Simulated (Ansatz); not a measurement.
Basis sets compared for [Pr(NH3)6]3+ (PrN6H18³⁺). Charge 3, multiplicity 3. Geometry PBE-D4/def2-SVP. Ansatz on 4 threads of Intel Xeon on a shared host; times are rough, and most runs start from earlier orbitals.

```tsv
atom	x (Å)	y (Å)	z (Å)
Pr1	0.0011	0.0003	-0.0002
N2	2.3318	-1.0662	-0.5783
H3	2.7298	-1.6908	0.1486
H4	3.0992	-0.3872	-0.7430
H5	2.3617	-1.6579	-1.4305
N6	-2.3342	1.0642	0.5567
H7	-2.7022	1.7318	-0.1474
H8	-2.3847	1.6087	1.4386
H9	-3.1131	0.3863	0.6602
N10	0.5210	-0.2426	2.5573
H11	0.1952	-1.1258	2.9942
H12	0.1112	0.4860	3.1724
H13	1.5284	-0.2174	2.8061
N14	-0.5467	0.2571	-2.5513
H15	-1.5367	0.0875	-2.8122
H16	-0.0267	-0.3794	-3.1847
H17	-0.3566	1.1937	-2.9558
N18	-1.0642	-2.3945	-0.0086
H19	-0.3917	-3.1807	0.0745
H20	-1.6008	-2.6373	-0.8631
H21	-1.7414	-2.5857	0.7542
N22	1.0914	2.3838	0.0241
H23	0.4233	3.1782	0.0207
H24	1.7135	2.5992	-0.7782
H25	1.6914	2.5887	0.8458
```

In the def2 sets Pr takes a core potential; there is no spin–orbit coupling. With an open 4f shell the SCF may have ended on a state above the lowest.

| level | functions | energy (Eh) | HOMO (eV) | LUMO (eV) | wall time |
| --- | --- | --- | --- | --- | --- |
| PBE-D4/def2-SVP | 252 | -854.8524 | -17.27 | -16.69 | 67 s |
| PBE0-D4/def2-SVP | 252 | -854.8681 | -20.72 | -14.40 | 2.7 min |

Question: Estimate the rows for PBE-D4/def2-TZVP (with forces), PBE0-D4/def2-TZVP.

Answer: 
```
                         level  functions  energy (Eh)  HOMO (eV)  LUMO (eV)  wall time
PBE-D4/def2-TZVP (with forces)        387    -855.2466     -17.41     -16.82    3.2 min
             PBE0-D4/def2-TZVP        387    -855.2522     -20.80     -14.50     16 min
```
